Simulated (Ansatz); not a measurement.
`[F][Ti]([F])([Cl])[I]` + H–F → `[F][Ti]([F])([F])[Cl]` + HI at 298.15 K and 1 bar (ligand exchange at a Ti–I bond).

Isolated molecules relaxed with PBE0-D4/def2-TZVP in Ansatz; ΔE leaves out vibrations. CCSD(T)/CBS is the MP2 limit (def2-TZVPP, def2-QZVPP) plus CCSD(T) − MP2 in def2-TZVPP, frozen cores. This one scheme is used for every species. Elements past krypton have def2 core potentials. For I, Ti outer-core shells are correlated without core-valence functions, which leaves a few kJ/mol of doubt a bond. Scalar relativity is left out up to krypton.

| species | CCSD(T)/CBS energy (Eh) | H − E (kJ/mol) | S (J/(mol·K)) |
| --- | --- | --- | --- |
| `[F][Ti]([F])([Cl])[I]` | -1805.98222 | 39.2 | 370.8 |
| H–F | -100.39570 | 33.5 | 173.6 |
| `[F][Ti]([F])([F])[Cl]` | -1608.34854 | 41.6 | 329.6 |
| HI | -298.03592 | 22.7 | 206.5 |

H − E and S are ideal-gas, rigid-rotor, harmonic terms from PBE0-D4/def2-TZVP. 1 Eh = 2625.50 kJ/mol, R = 8.31446 J/(mol·K).

Q: By hand: ΔE, ΔH, ΔS and ΔG.

A: ΔE = (-1608.34854) + (-298.03592) − (-1805.98222) − (-100.39570) = -0.00654 Eh = -17.2 kJ/mol. Δ(H − E) = 41.6 + 22.7 − 39.2 − 33.5 = -8.4, so ΔH = -25.6 kJ/mol. ΔS = 329.6 + 206.5 − 370.8 − 173.6 = -8.3 J/(mol·K). ΔG = -25.6 − 298.15 × (-8.3)/1000 = -23.1 kJ/mol.

Q: By hand: the equilibrium constant, and the temperature at which ΔG would vanish if ΔH and ΔS stayed fixed.

A: log₁₀ K = −ΔG/(RT ln 10) = 4.0. ΔG = 0 at ΔH/ΔS = 3084 K, far beyond where these terms or the molecules hold.

The number of gas molecules stays the same, so ΔS is small and ΔH decides. A doubt of 5 kJ/mol in ΔE shifts log₁₀ K by 0.9 here. These are equilibria of isolated gas molecules and say nothing of rates. Largest T1 diagnostic: 0.024 (customary marks: 0.02 for closed shells, 0.045 for open ones).
